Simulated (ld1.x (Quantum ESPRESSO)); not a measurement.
## Which change was made? (Sb, PAW)

```
Element                 : antimony
Generator               : ld1.x (Quantum ESPRESSO) 7.5
Type                    : PAW
Functional              : LDA (PZ)
Relativity              : scalar-relativistic
Frozen core             : [Kr]
Valence charge          : 15
Reference configuration : 4d10 5s2 5p3
Partial waves           : 5s (bound): rcut 1.85, rcutus 2.10 bohr; 5s channel at 0.6 Ry: rcut 1.85, rcutus 2.10 bohr; 5p (bound): rcut 2.25, rcutus 2.40 bohr; 5p channel at 0.6 Ry: rcut 2.25, rcutus 2.40 bohr; 4d (bound): rcut 1.25, rcutus 1.65 bohr; 4d channel at -1.55 Ry: rcut 1.25, rcutus 1.65 bohr
Local potential         : all-electron potential smoothed inside 1.55 bohr (lloc = -1)
Core correction         : a·sin(br)/r model core inside 1.60 bohr
Augmentation charge     : BESSEL, radius 1.05 bohr
```

Cutoffs, loose and tight: the cutoffs (Ry, on a coarse ladder) from which the occupation-weighted sum of valence levels, in a spherical-Bessel basis at the reference potential, stays within 10 and 1 mRy of its value at 400 Ry. They do not see the model core or the augmentation charge, which bear on the density cutoff. Test errors are all-electron minus pseudo excitation energies from the reference, over the configurations 4d10 5s2 5p2; 4d10 5s2 5p1; 4d10 5s2 5p0; 4d10 5s1 5p3; 4d10 5s1 5p0; 4d9 5s2 5p4; 4d10 5s1 5p4 (two spin-polarised tests are not counted in the largest error); variants that change the core or the reference have their own tests. The largest error is taken over the tests solved by every variant that gives reliable tests at all, those not shown here included: 4d10 5s1 5p3; 4d10 5s2 5p0; 4d10 5s2 5p1; 4d10 5s2 5p2.

The base gives: outcome: generated; cutoff, loose: 50 Ry; cutoff, tight: 90 Ry; bound ghosts: s; largest test error (meV): -19.

Q: After one change the result is: outcome: generated; cutoff, loose: 80 Ry; cutoff, tight: 140 Ry; bound ghosts: s, p; largest test error (meV): -16. Which change was it?
A. all radii but the core radius scaled by about 0.85 (s 1.78, p 2.02, d 1.40 bohr, rcut 1.56/1.90/1.06); local potential all-electron potential smoothed inside 1.32 bohr (lloc = -1); augmentation BESSEL, radius 0.88 bohr
B. all radii but the core radius scaled by about 1.26 (s 2.64, p 3.02, d 2.08 bohr, rcut 2.32/2.82/1.56); local potential all-electron potential smoothed inside 1.94 bohr (lloc = -1); augmentation BESSEL, radius 1.32 bohr
C. all radii but the core radius scaled by about 1.05 (s 2.20, p 2.52, d 1.74 bohr, rcut 1.94/2.36/1.32); local potential all-electron potential smoothed inside 1.62 bohr (lloc = -1); augmentation BESSEL, radius 1.10 bohr

A: A. The others give: all radii but the core radius scaled by about 1.26 (s 2.64, p 3.02, d 2.08 bohr, rcut 2.32/2.82/1.56); local potential all-electron potential smoothed inside 1.94 bohr (lloc = -1); augmentation BESSEL, radius 1.32 bohr → outcome: generated; cutoff, loose: 25 Ry; cutoff, tight: 40 Ry; bound ghosts: none; largest test error (meV): -15 | all radii but the core radius scaled by about 1.05 (s 2.20, p 2.52, d 1.74 bohr, rcut 1.94/2.36/1.32); local potential all-electron potential smoothed inside 1.62 bohr (lloc = -1); augmentation BESSEL, radius 1.10 bohr → outcome: generated; cutoff, loose: 40 Ry; cutoff, tight: 80 Ry; bound ghosts: s; largest test error (meV): -38.
